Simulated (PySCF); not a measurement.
Two-photon absorption: `[O-]c1ccc(C=S)s1`, [C₅H₃OS₂]-, charge -1

Molfile (atoms numbered from 1):
```
C5H3OS2
     RDKit          3D

 11 11  0  0  0  0  0  0  0  0999 V2000
    2.9474   -1.0757   -0.5566 O   0  0  0  0  0  0  0  0  0  0  0  0
    1.8359   -0.6291   -0.3341 C   0  0  0  0  0  0  0  0  0  0  0  0
    1.4289    0.6553    0.1095 C   0  0  0  0  0  0  0  0  0  0  0  0
    0.0819    0.8311    0.2607 C   0  0  0  0  0  0  0  0  0  0  0  0
   -0.7043   -0.2865   -0.0450 C   0  0  0  0  0  0  0  0  0  0  0  0
   -2.0734   -0.4186    0.0073 C   0  0  0  0  0  0  0  0  0  0  0  0
   -3.1424    0.7753    0.4656 S   0  0  0  0  0  0  0  0  0  0  0  0
    0.3363   -1.6289   -0.5512 S   0  0  0  0  0  0  0  0  0  0  0  0
    2.1723    1.4116    0.3016 H   0  0  0  0  0  0  0  0  0  0  0  0
   -0.3802    1.7477    0.5894 H   0  0  0  0  0  0  0  0  0  0  0  0
   -2.4970   -1.3797   -0.2731 H   0  0  0  0  0  0  0  0  0  0  0  0
  1  2  1  0
  2  3  2  0
  3  4  1  0
  4  5  2  0
  5  6  1  0
  6  7  2  0
  5  8  1  0
  8  2  1  0
  3  9  1  0
  4 10  1  0
  6 11  1  0
M  CHG  1   1  -1
M  END
```

Level of theory: TDDFT wB97X-D/def2-SVPD excited states, vertical, gas phase (PySCF 2.14.0). Geometry: GFN2-xTB.

For a gas-phase anion, states above the detachment energy (about 3.1 eV, taken as minus the energy of the highest occupied orbital) lie in the continuum and depend on the basis.

How strongly do the lowest singlets absorb one photon, and two photons of half the energy?

δ for parallel linear polarisation; σ at the peak of a Lorentzian of half width 0.1 eV, single beam; Ω is circular over linear.
```tsv
state	E (eV)	f	photon λ (nm)	δ (au)	σ (GM)	Ω	main
S1	2.85	0.000	870	1.51	0.00	1.50	HOMO−1→LUMO 0.95
S2	3.13	0.435	791	38.6	0.14	0.63	HOMO→LUMO 0.96
S3	4.40	0.000	563	0.14	0.00	1.50	HOMO−2→LUMO 0.86
S4	4.49	0.002	552	9.91	0.07	1.50	HOMO→LUMO+1 0.58, HOMO→LUMO+2 0.17
S5	4.75	0.065	522	299	2.48	1.13	HOMO−3→LUMO 0.97
```

Among these, the strongest one-photon state is S2, the strongest two-photon state S5.
